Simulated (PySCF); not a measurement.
In(H)(PH2)2 (H₅InP₂), SMILES [PH2][InH][PH2].

Geometry optimised at B3LYP-D3(BJ)/def2-SVP. The def2 effective core potentials stand for the cores of In; spin–orbit coupling is left out. The values are those of a single conformer.

All values below come from M06-2X/def2-TZVPD run with PySCF.

Symmetry labels are those of the subgroup Cs that the program uses (full group Cs).

Computed valence orbital energies around the gap with their symmetry:
```
orbital  symmetry  energy (eV)
-------  --------  -----------
HOMO−7         A"       -18.88
HOMO−6         A'       -12.42
HOMO−5         A'       -12.06
HOMO−4         A"       -11.92
HOMO−3         A'        -9.81
HOMO−2         A"        -9.74
HOMO−1         A'        -8.45
HOMO           A"        -7.65
LUMO           A'        -1.32
LUMO+1         A'        -0.35
LUMO+2         A'         0.11
LUMO+3         A"         0.46
```
